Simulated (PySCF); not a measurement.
A structure optimised at PBE-D3(BJ)/def2-SVP, used in a PySCF frequency run:

```xyz
10

C      2.5153    -0.2036    -1.5436
C      1.4126    -0.4155    -0.8589
C      0.2830    -0.6018    -0.1944
F      0.1841    -1.5367     0.7805
C     -0.9784     0.1540    -0.4356
Cl    -1.4330     1.1875     0.9862
H      2.7266    -0.7397    -2.4870
H      3.2797     0.5167    -1.1986
H     -1.8225    -0.5469    -0.5926
H     -0.8746     0.8133    -1.3160
```
Charge 0, spin multiplicity 1.

Q: Write its SMILES and formula.

A: C=C=C(F)CCl, C4H4ClF

Q: What are its rotational constants (standard atomic weights)?

A: 5.3159, 1.5242, 1.3020 GHz
